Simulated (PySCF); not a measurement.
singlet silylene (H2Si), singlet, at a GFN2-xTB geometry. Base run: PySCF with B3LYP/cc-pVDZ.

Input for PySCF:
```python
from pyscf import gto, scf, dft

mol = gto.M(
    atom='''
Si   -0.00666824   -0.00277970    0.12275926
H     0.04778718    1.13172388   -0.83406892
H     0.04556812   -1.09280805   -0.88456070
''',
    basis='cc-pvdz',
    verbose=4,
)

mf = dft.RKS(mol)
mf.xc = 'b3lyp'
mf.kernel()
```

Each row names what was changed in the base input (with any setting that the change needs).

```tsv
change	ΔE vs base (µEh)	grid points	electrons on the grid
base	0.0	38800	16.00000
grids.level = 4	0.0	60336	16.00000
grids.prune = dft.gen_grid.sg1_prune	-12.3	15000	16.00001
grids.level = 0	3351	2864	15.99903
small_rho_cutoff = 0	0.0	38800	16.00000
grids.level = 7	0.0	187280	16.00000
grids.atom_grid = (99, 590)	0.0	96528	16.00000
grids.radi_method = mura_knowles	0.1	36552	16.00000
grids.atom_grid = (30, 110)	350	7408	16.00001
grids.prune = dft.gen_grid.treutler_prune	-0.1	34872	16.00000
grids.atom_grid = (150, 974)	0.0	241504	16.00000
```
